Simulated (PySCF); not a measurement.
## Radial density of P⁺ (phosphorus, charge +1)

UHF, [Ne] 3s2 3p2, high-spin 3P determinant. All numbers are calculated (PySCF 2.14, no relativity, point nucleus, in def2-TZVP).

```csv
r (bohr),4πr²ρ (e/bohr),4πr²(ρα − ρβ)
0.00198,0.1011,0.0000
0.00333,0.2760,0.0000
0.00560,0.7270,0.0000
0.00941,1.838,0.0001
0.0158,4.287,0.0004
0.0266,8.803,0.0012
0.0448,14.54,0.0047
0.0753,17.01,0.0205
0.127,12.85,0.0773
0.213,11.42,0.1876
0.359,16.03,0.1909
0.603,9.777,-0.0084
1.01,2.413,0.3665
1.71,2.370,1.0891
2.87,0.7982,0.4819
4.83,0.03663,0.0274
8.12,6.977e-05,0.0001
```

(1) Where is the radial spin density 4πr²(ρα − ρβ) most negative, and why is it negative at all?

Answers

(1) Around r = 0.603 bohr, down to -0.0084 e/bohr: exchange with the open shell polarises the paired shells in an unrestricted calculation.
